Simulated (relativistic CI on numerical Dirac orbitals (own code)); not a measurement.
# Crystal-field levels of Nd3+, 4f3

Calculated by Dirac-Coulomb-Breit CI, orbitals from a KLI potential per configuration, QED by a radiative potential, valence Slater integrals scaled by 0.7, one configuration in a parametric crystal field (own radial code).

Field parameters in Wybourne normalisation; cubic f-shell fields have B⁴₄ = √(5/14) B⁴₀ and B⁶₄ = −√(7/2) B⁶₀. The field is a parameter set, without covalency.

S and J are read from ⟨S²⟩ = S(S + 1) and ⟨J²⟩ = J(J + 1) of each level; they are not fictitious spins.

D3d, B20 = -1030, B40 = -1520, B43 = 1660, B60 = -300, B63 = -190, B66 = -640 cm⁻¹, the lowest 10 levels:

| E (cm⁻¹) | Degeneracy | Irrep | S | J |
| --- | --- | --- | --- | --- |
| 0.0 | 2 | Γ4 | 1.47 | 4.50 |
| 200 | 2 | Γ5+Γ6 | 1.47 | 4.52 |
| 298 | 2 | Γ4 | 1.47 | 4.51 |
| 363 | 2 | Γ4 | 1.47 | 4.51 |
| 523 | 2 | Γ5+Γ6 | 1.47 | 4.51 |
| 2024 | 2 | Γ4 | 1.49 | 5.49 |
| 2059 | 2 | Γ5+Γ6 | 1.49 | 5.49 |
| 2094 | 2 | Γ4 | 1.49 | 5.51 |
| 2195 | 2 | Γ4 | 1.49 | 5.51 |
| 2231 | 2 | Γ5+Γ6 | 1.49 | 5.50 |

Principal g values of the ground doublet: 1.30, 3.03, 3.03.

D3h, B20 = -250, B40 = -370, B60 = -210, B66 = 40 cm⁻¹, the lowest 16 levels:

| E (cm⁻¹) | Degeneracy | S | J |
| --- | --- | --- | --- |
| 0.0 | 2 | 1.47 | 4.50 |
| 23.9 | 2 | 1.47 | 4.50 |
| 43.6 | 2 | 1.47 | 4.50 |
| 45.0 | 2 | 1.47 | 4.50 |
| 94.5 | 2 | 1.47 | 4.50 |
| 1899 | 2 | 1.49 | 5.50 |
| 1903 | 2 | 1.49 | 5.50 |
| 1904 | 2 | 1.49 | 5.50 |
| 1905 | 2 | 1.49 | 5.50 |
| 1907 | 2 | 1.49 | 5.50 |
| 1959 | 2 | 1.49 | 5.50 |
| 3847 | 2 | 1.50 | 6.50 |
| 3851 | 2 | 1.50 | 6.50 |
| 3854 | 2 | 1.50 | 6.50 |
| 3855 | 2 | 1.50 | 6.50 |
| 3857 | 2 | 1.50 | 6.50 |

Principal g values of the ground doublet: 0.91, 0.91, 4.88.

Oh, B40 = -1250, B60 = 120 cm⁻¹, the lowest 10 levels:

```
E (cm⁻¹)  Degeneracy  Irrep     S     J
     0.0           4     Γ8  1.47  4.50
    99.9           4     Γ8  1.47  4.50
     237           2     Γ6  1.47  4.50
    1883           2     Γ6  1.49  5.50
    1911           4     Γ8  1.49  5.50
    1977           2     Γ7  1.49  5.50
    2041           4     Γ8  1.49  5.50
    3823           2     Γ6  1.50  6.50
    3849           4     Γ8  1.50  6.50
    3883           2     Γ7  1.50  6.50
```

D3h, B20 = 70, B40 = -320, B60 = -350, B66 = 310 cm⁻¹, the lowest 10 levels:

```csv
E (cm⁻¹),Degeneracy,S,J
0.0,2,1.47,4.50
78.0,2,1.47,4.50
80.5,2,1.47,4.50
137,2,1.47,4.50
152,2,1.47,4.50
1931,2,1.49,5.50
1950,2,1.49,5.50
1962,2,1.49,5.50
1977,2,1.49,5.50
1977,2,1.49,5.50
```

Principal g values of the ground doublet: 2.20, 2.20, 3.62.

D4h, B20 = 1390, B40 = 870, B44 = -1370, B60 = 730, B64 = -750 cm⁻¹, the lowest 10 levels:

```json
{"E (cm⁻¹)": "0.0", "Degeneracy": "2", "Irrep": "Γ6", "S": "1.47", "J": "4.51"}
{"E (cm⁻¹)": "282", "Degeneracy": "2", "Irrep": "Γ7", "S": "1.47", "J": "4.51"}
{"E (cm⁻¹)": "337", "Degeneracy": "2", "Irrep": "Γ6", "S": "1.47", "J": "4.51"}
{"E (cm⁻¹)": "341", "Degeneracy": "2", "Irrep": "Γ7", "S": "1.47", "J": "4.52"}
{"E (cm⁻¹)": "582", "Degeneracy": "2", "Irrep": "Γ6", "S": "1.47", "J": "4.51"}
{"E (cm⁻¹)": "1974", "Degeneracy": "2", "Irrep": "Γ7", "S": "1.49", "J": "5.50"}
{"E (cm⁻¹)": "2146", "Degeneracy": "2", "Irrep": "Γ6", "S": "1.49", "J": "5.49"}
{"E (cm⁻¹)": "2171", "Degeneracy": "2", "Irrep": "Γ7", "S": "1.49", "J": "5.51"}
{"E (cm⁻¹)": "2199", "Degeneracy": "2", "Irrep": "Γ6", "S": "1.49", "J": "5.51"}
{"E (cm⁻¹)": "2308", "Degeneracy": "2", "Irrep": "Γ7", "S": "1.49", "J": "5.51"}
```

Principal g values of the ground doublet: 0.96, 0.96, 5.35.

The next free-ion level lies 1871 cm⁻¹ above the lowest; the field splits the ground level into components whose J stays near 9/2 as long as their spread is small against that gap.

Levels of this model without a field, named by their leading LS term (the scale mimics covalency, so terms lie below those of the real free ion): ⁴I°9/2 0, ⁴I°11/2 1871, ⁴I°13/2 3822, ⁴I°15/2 5811, ²H°9/2 10787, ⁴F°3/2 10869, ⁴F°5/2 11921, ⁴S°3/2 12707 cm⁻¹.
